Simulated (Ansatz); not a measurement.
The lowest singlet and triplet of CH2 (SMILES [CH2]); geometries from B3LYP-D3(BJ)/def2-TZVP, each state relaxed from the structure named, with no frequency check.
Singlet (charge 0, multiplicity 1):
```xyz
3

C     -0.001     0.175     0.000
H     -0.860    -0.529     0.000
H      0.864    -0.521     0.000
```
Triplet (charge 0, multiplicity 3):
```tsv
atom	x (Å)	y (Å)	z (Å)
C	-0.0004	0.1031	0.0000
H	-0.9952	-0.3128	0.0000
H	0.9974	-0.3058	0.0000
```

A positive gap puts the triplet lower; no zero-point energy. R- takes a restricted singlet. U- takes an unrestricted singlet (broken symmetry where lower, unprojected). The triplet is unrestricted in single-reference levels.

Codes used: Ansatz (an electronic-structure program). 

**Question.** One of these levels gives 74.1 kJ/mol for the gap E(singlet) − E(triplet), adiabatic. Which?
A. U-SVWN5/def2-TZVPP (spin-contaminated)
B. R-PBE0/def2-TZVPP
C. R-r2SCAN/def2-TZVPP
D. U-PBE/def2-TZVPP (spin-contaminated)

**Answer.** B, R-PBE0/def2-TZVPP. The others give 45.4 (U-SVWN5/def2-TZVPP (spin-contaminated)), 38.2 (U-PBE/def2-TZVPP (spin-contaminated)), 92.6 (R-r2SCAN/def2-TZVPP)

Doubts at one or more of the structures used: a restricted determinant that unrestricted orbitals would lower (R-r2SCAN/def2-TZVPP, R-PBE0/def2-TZVPP).
